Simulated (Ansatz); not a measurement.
Mulliken charges of F2H4O2Si2 (`O[SiH2]O[SiH](F)F`) from r2SCAN/def2-TZVPP in Ansatz (PBE0-D4/def2-TZVP geometry).

| atom | x (Å) | y (Å) | z (Å) | charge (e) |
| --- | --- | --- | --- | --- |
| O1 | -0.890 | 1.770 | 1.303 | -0.406 |
| Si2 | -0.402 | 1.309 | -0.186 | 0.591 |
| O3 | -0.205 | -0.318 | -0.268 | -0.373 |
| Si4 | 0.664 | -1.658 | -0.169 | 0.841 |
| F5 | 0.696 | -2.364 | -1.582 | -0.304 |
| F6 | 2.162 | -1.314 | 0.207 | -0.307 |
| H7 | -1.797 | 1.605 | 1.562 | 0.204 |
| H8 | -1.417 | 1.649 | -1.210 | -0.093 |
| H9 | 0.897 | 1.973 | -0.411 | -0.068 |
| H10 | 0.117 | -2.591 | 0.819 | -0.085 |

Question: By hand: the dipole of these point charges (1 e Å = 4.8032 D).

Answer: Σ q r = (-0.422, 0.161, 0.126) e Å, of length 0.469 e Å = 2.25 D.

Question: How does the dipole of the full density compare? (An estimate is asked.)

Answer: Computed: (-0.468, 0.092, 0.166) e Å, 2.43 D; the point charges give 0.93 times that, at 10° from its direction.

Point charges leave out the atoms' own dipoles, such as those of lone pairs, and Mulliken's split depends on the basis, so the close match here is no proof of good charges.
